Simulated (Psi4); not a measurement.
C6H15O, charge +1, singlet, geometry from GFN2-xTB, with bond 21-7 at 1.6 times its length; PBE0/STO-3G run with Psi4.

Psi4 was given this input:
```
memory 2 GB

molecule {
1 1
C     1.51690442   -1.41971904   -0.24378573
C     1.40505215   -0.07373810    0.48414863
C     2.01623325    1.03976375   -0.36381501
C    -0.02692007    0.26556411    0.93788271
C    -1.05411537    0.38736354   -0.17379600
C    -2.37166067    0.98323651    0.26509911
O    -1.34287486   -1.02525699   -0.61158989
H     0.99879037   -2.21740868    0.29055638
H     1.20911345   -1.35273697   -1.29212350
H     2.56418651   -1.71381692   -0.27863193
H     1.99290782   -0.14922192    1.40299502
H     1.54026238    1.12375991   -1.33877963
H     3.07020753    0.83878908   -0.53175862
H     1.93627406    1.99739621    0.14226544
H     0.00382205    1.21808948    1.46647643
H    -0.37865578   -0.48306837    1.65105011
H    -0.64768996    0.92780748   -1.03290850
H    -2.77234369    0.44338393    1.11865954
H    -2.22326304    2.01889486    0.55474022
H    -3.10154716    0.96724142   -0.54110959
H    -2.24608392   -1.05962939   -1.88715106
H    -0.45464738   -1.46513842   -0.74429878
}

set {
  basis sto-3g
  dft_spherical_points 974
}

energy('pbe0')
print_variables()
```

It wrote (shortened):

```
   => Loading Basis Set <=

    Name: STO-3G
    Role: ORBITAL
    Keyword: BASIS

         ---------------------------------------------------------
                                   SCF
               by Justin Turney, Rob Parrish, Andy Simmonett
                          and Daniel G. A. Smith
                              RKS Reference
         ---------------------------------------------------------

  ==> Geometry <==

    Molecular point group: c1
    Full point group: C1

    Geometry (in Angstrom), charge = 1, multiplicity = 1:

       Center              X                  Y                   Z               Mass
    ------------   -----------------  -----------------  -----------------  -----------------
         C            1.537757814272    -1.408989535127    -0.244352842803    12.000000000000
         C            1.425905544272    -0.063008595127     0.483581517197    12.000000000000
         C            2.037086644272     1.050493254873    -0.364382122803    12.000000000000
         C           -0.006066675728     0.276293614873     0.937315597197    12.000000000000
         C           -1.033261975728     0.398093044873    -0.174363112803    12.000000000000
         C           -2.350807275728     0.993966014873     0.264531997197    12.000000000000
         O           -1.322021465728    -1.014527485127    -0.612157002803    15.994914619570
         H            1.019643764272    -2.206679175127     0.289989267197     1.007825032230
         H            1.229966844272    -1.342007465127    -1.292690612803     1.007825032230
         H            2.585039904272    -1.703087415127    -0.279199042803     1.007825032230
         H            2.013761214272    -0.138492415127     1.402427907197     1.007825032230
         H            1.561115774272     1.134489414873    -1.339346742803     1.007825032230
         H            3.091060924272     0.849518584873    -0.532325732803     1.007825032230
         H            1.957127454272     2.008125714873     0.141698327197     1.007825032230
         H            0.024675444272     1.228818984873     1.465909317197     1.007825032230
         H           -0.357802385728    -0.472338865127     1.650482997197     1.007825032230
         H           -0.626836565728     0.938536984873    -1.033475612803     1.007825032230
         H           -2.751490295728     0.454113434873     1.118092427197     1.007825032230
[...]
   @DF-RKS iter   3:  -308.38056850956633   -1.93757e-02   1.46116e-03 DIIS/ADIIS
   @DF-RKS iter   4:  -308.38448526435553   -3.91675e-03   3.11390e-04 DIIS/ADIIS
   @DF-RKS iter   5:  -308.38462983101010   -1.44567e-04   4.08959e-05 DIIS
   @DF-RKS iter   6:  -308.38463370291834   -3.87191e-06   6.03014e-06 DIIS
   @DF-RKS iter   7:  -308.38463376113509   -5.82168e-08   2.09826e-06 DIIS
   @DF-RKS iter   8:  -308.38463376874500   -7.60991e-09   3.28704e-07 DIIS
  Energy and wave function converged.

  ==> Post-Iterations <==

   Electrons on quadrature grid:
      Ntotal   =   58.0000008714 ; deviation = 8.714e-07

    Orbital Energies [Eh]
    ---------------------

    Doubly Occupied:

[...]
    Virtual:

[...]
    Final Occupation by Irrep:
              A
    DOCC [    29 ]
    NA   [    29 ]
    NB   [    29 ]

  @DF-RKS Final Energy:  -308.38463376874500

   => Energetics <=

    Nuclear Repulsion Energy =            348.3053052227493822
    One-Electron Energy =               -1097.1406342565671821
    Two-Electron Energy =                 475.3753861079183025
    DFT Exchange-Correlation Energy =     -34.9246908428455427
    Empirical Dispersion Energy =           0.0000000000000000
    VV10 Nonlocal Energy =                  0.0000000000000000
    Total Energy =                       -308.3846337687450045

Computation Completed

Properties will be evaluated at   0.000000,   0.000000,   0.000000 [a0]

Properties computed using the SCF density matrix

 Multipole Moments:

 ------------------------------------------------------------------------------------
     Multipole            Electronic (a.u.)      Nuclear  (a.u.)        Total (a.u.)
 ------------------------------------------------------------------------------------

 L = 1.  Multiply by 2.5417464519 to convert [e a0] to [Debye]
 Dipole X            :         -3.3262701            1.6849684           -1.6413017
 Dipole Y            :         -2.0346167            1.1719159           -0.8627008
 Dipole Z            :         -0.4372709           -0.9671524           -1.4044232
 Magnitude           :                                                    2.3260543

 ------------------------------------------------------------------------------------

  Variable Map:
  ----------------------------------------------------------------------------
[...]
  Array Variable Map:
  ----------------------------------------------------------------------------
[...]
[...]
```
